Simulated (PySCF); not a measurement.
CH3Br2In, SMILES [CH3][In]([Br])[Br].

Geometry optimised at B3LYP-D3(BJ)/def2-SVP. The structure was generated by enumeration; whether it is a known compound was not checked. The def2 effective core potentials stand for the cores of In; spin–orbit coupling is left out.

Two levels are set side by side: PBE/def2-TZVP (PySCF) and CAM-B3LYP/def2-TZVP (PySCF). Same geometry, gas phase. Differences are taken from unrounded values.

| quantity | CAM-B3LYP | PBE | PBE minus CAM-B3LYP |
|---|---|---|---|
| orbital gap (eV) | 8.27 | 4.01 | -4.26 |
| highest occupied level (eV) | -9.41 | -6.89 | 2.53 |
| lowest empty level (eV) | -1.14 | -2.87 | -1.74 |
| dipole moment (D) | 3.55 | 3.42 | -0.13 |
| mean polarisability (bohr³) | 91.3 | 96.2 | 4.9 |

PBE's occupied levels lie high since its potential decays too fast outside the molecule; exact exchange lowers them and widens the gap. PBE's more diffuse valence density responds more strongly to a field. Differences between two approximate levels are no errors against the true value.

Rough cost on one machine, each run with all the roots and properties that it gave: CAM-B3LYP against PBE within a factor of 2.
